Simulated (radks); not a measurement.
Method: scalar-relativistic Kohn-Sham, LDA (Slater exchange, Perdew-Wang correlation), spin-polarised, spherical densities, finite nucleus; open shells are filled with parallel spins first (spin-orbit coupling, left out, can overturn this in heavy ions); Fermi nuclear charge, rms radius of each element as measured or else 0.836 A^(1/3) + 0.57 fm; computed with a radial shooting solver on a logarithmic mesh with Libxc functionals. Each species is in its NIST ground configuration. Rank Xe, Zr, Rb, Te, Tc, I, Sr, Nb, Mo, Rh, Ru, Ag, Pd, In, Sn, Cd, Sb by Delta-SCF ionisation energy (eV), largest first.

Answer. Xe 12.549, I 10.830, Cd 9.418, Pd 9.237, Sb 9.044, Te 9.033, Ag 8.256, Rh 8.124, Ru 8.033, Mo 7.716, Sn 7.436, Nb 7.402, Tc 7.306, Zr 6.727, Sr 5.873, In 5.715, Rb 4.405.
